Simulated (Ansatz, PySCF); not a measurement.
System: sum formula H6SiN3O (charge -1, singlet). It need not be the lowest isomer of its formula. Whether it binds its extra electron was not tested at this geometry. 
Structure (B3LYP-D3(BJ)/def2-TZVP (Ansatz, a quantum-chemistry and plane-wave program) minimum search):
```
Si
O 1 1.5616
N 1 1.7874 2 115.99
H 3 1.0122 1 111.41 2 112.17
H 3 1.0128 4 108.06 1 122.12
N 1 1.7874 2 115.99 3 -120.00
H 6 1.0122 1 111.41 2 112.17
H 6 1.0128 7 108.06 1 122.12
N 1 1.7874 2 115.99 3 120.00
H 9 1.0122 1 111.41 2 112.17
H 9 1.0128 10 108.06 1 122.12
```
Charge -1, spin multiplicity 1.

Total electronic energies in hartree. Cores are frozen in the correlated levels unless marked. No spin-orbit coupling. Non-relativistic. CBS(X,Y): correlation extrapolated as X^-3; Hartree-Fock from the larger set. The bracket is a focal-point correction in the basis named.

```tsv
level	program	energy (Eh)
HF/6-31G	Ansatz	-530.56759
RI-HF/cc-pV(Q+d)Z	Ansatz	-530.92156
SVWN5/def2-TZVPD	Ansatz	-529.84530
BLYP-D4/def2-TZVPD	Ansatz + dftd4	-532.83481
revPBE-D3(BJ)/def2-TZVPD	Ansatz + dftd3	-532.75792
r2SCAN-D4/def2-TZVPD	Ansatz + dftd4	-532.73041
B3LYP/def2-TZVPD	Ansatz	-532.90686
PBE0/def2-SVP	Ansatz	-532.04736
BHLYP-D4/def2-TZVPD	Ansatz + dftd4	-532.75328
M06-2X/def2-TZVPD	PySCF	-532.76727
B2PLYP/def2-TZVPD	Ansatz	-532.58597
MP2/STO-3G	Ansatz	-524.20497
CCSD/cc-pwCVTZ	Ansatz	-531.95746
CCSD(T)/aug-cc-pV(D+d)Z	Ansatz	-531.76151
RI-MP2/CBS(aug-cc-pV(T+d)Z,aug-cc-pV(Q+d)Z)+[CCSD(T)-MP2]/aug-cc-pV(D+d)Z	Ansatz	-532.1507
```

Totals of different functionals don't rank their quality; only differences between species are comparable.
